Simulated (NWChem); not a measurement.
# C$_{2}$H$_{4}$ClFSi; SMILES C=C(F)[SiH2]Cl

```xyz
9

C     -1.5748     1.2340     0.0000
C     -0.2447     1.2149     0.0000
F      0.4557     2.3666     0.0000
Si     0.8879    -0.2886     0.0000
Cl    -0.2849    -1.9917     0.0000
H     -2.1274     0.2932     0.0000
H     -2.1262     2.1785     0.0000
H      1.7412    -0.2822    -1.2186
H      1.7412    -0.2822     1.2186
```
Atoms are numbered in this order, from 1.

Results from NWChem. Medium grid unless said otherwise, to which SCAN and Minnesota functionals are sensitive. All runs use the structure optimised with PBE0/def2-SVP. Hybrids' shares of exact exchange are those that their runs print; pure functionals count as 0. The functionals differ in more than this share.

```
row               share of exact exchange  highest occupied level (eV)
----------------  -----------------------  ---------------------------
PBE/def2-TZVP                        0.00                        -6.74
r2SCAN/def2-TZVP                     0.00                        -6.98
TPSSh/def2-TZVP                      0.10                     withheld
B3LYP/def2-TZVP                      0.20                        -7.73
PBE0/def2-TZVP                       0.25                        -7.97
M06-2X/def2-TZVP                     0.54                        -9.23
```

### Question
Fit a straight line of the last column on the one before it, predict the withheld value, and compare with the run.

### Answer

1. Means of the 5 shown rows: x = 0.198, y = -7.730. Slope Σ(x − x̄)(y − ȳ)/Σ(x − x̄)² = -0.8700/0.1981 = -4.392; intercept -6.860.
2. The shown rows scatter about the line by 0.076 (root mean square); the largest residual is +0.12, at PBE/def2-TZVP.
3. At x = 0.10 (TPSSh/def2-TZVP; inside the shown range) the line gives -7.30.
4. The run gives -7.25, +0.05 from the line, 0.7 times the scatter.
